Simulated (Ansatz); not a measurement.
Ge₃Cl. The state is a quartet with charge 0. Geometry r2SCAN-D4/def2-SVP; atoms count from 1.

Cartesian coordinates in Å:
```
Ge -0.561 0.661 1.301
Ge 1.728 -0.296 0.850
Ge 0.507 -0.652 -1.327
Cl -1.674 0.287 -0.824
```

At PBE0-D4/def2-TZVP a doublet of charge 0 lies 1.14 eV below the quartet, each at its own geometry. The structure comes from a short search, and lower isomers may exist.

(1) Estimate the Mulliken populations from the PBE0/def2-TZVP orbitals of Ansatz.

(2) Where does the spin sit?

(3) And the Mayer bond orders between bonded heavy atoms (over 0.3)?

Results:

(1) 
| atom | charge (e) | spin (α − β) |
| --- | --- | --- |
| Ge1 | 0.15 | 1.00 |
| Ge2 | -0.03 | 0.92 |
| Ge3 | 0.15 | 1.00 |
| Cl4 | -0.27 | 0.09 |
Mulliken values and Mayer orders depend strongly on the basis.

(2) Summed by element: Ge 2.91, Cl 0.09, of 3 unpaired in all. Largest on single atoms: Ge1 1.00, Ge3 1.00, Ge2 0.92.

(3) Ge1–Ge2 1.05 (2.52 Å); Ge1–Cl4 0.57 (2.43 Å); Ge2–Ge3 1.05 (2.52 Å); Ge3–Cl4 0.57 (2.43 Å). Values over 0.3 also appear between atoms too far apart for a bond (Ge1–Ge3 0.37 at 3.13 Å); they arise where an orbital or an unpaired electron spreads over both atoms.
